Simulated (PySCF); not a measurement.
Compounds:
1. SMILES O=Cc1ncnnc1O[SiH3], C4H5N3O2Si
2. `C1CP(C)CC[Si]1(C)F`, C6H14FPSi
3. SMILES C#C[C@@H]1C[C@]12C[C@@H]2F, C7H7F
4. SMILES CCCC(=O)[SiH3], C4H10OSi
5. SMILES C=C[Si](C)(C)O, C4H10OSi
6. `[C@](OC)(C)(/C=C(\C)F)[SiH2]F`, C6H12F2OSi

PySCF 2.14.0 with density-fitted response routines calculation with geometry: GFN2-xTB and NMR shieldings at PBE0/pcSseg-1/GIAO; a single conformation, non-relativistic Hamiltonian, averaged over atoms made equivalent by symmetry, fast rotation or ring inversion, no solvent.

Scale: TMS for 1H (31.72 ppm) and 13C (186.93 ppm) (reference shieldings calculated alike). Shifts are as computed. Against solution values, carbons near 30 ppm lie about +3 ppm off and those near 130 ppm about +5 ppm. Of 1211 compounds with measured shifts, 218 miss one by over three times the rms of a fit or turn the order of signals round; such compounds aren't used in these exercises. OH and NH positions are gas-phase values without hydrogen bonding to other molecules.

(1) Which show a 1H signal above 9 ppm from a carbon-bound hydrogen?

(2) Which show a 1H signal between 3 and 4.5 ppm from a carbon-bound hydrogen?

(3) Which show a 13C signal above 185 ppm?

(4) Which give exactly 6 13C signals?

## Answers

(1) 1 (10.63, 10.10: hydrogen on an aldehyde carbonyl carbon, hydrogen on an aromatic CH between two ring heteroatoms).

(2) 6 (3.39: hydrogen on a methyl carbon bonded to O).

(3) 1 (202.0: aldehyde carbonyl carbon); 4 (245.1: carbonyl carbon).

(4) 6 (δ 174.3, 108.6, 72.9, 49.1, 19.8, 18.3).
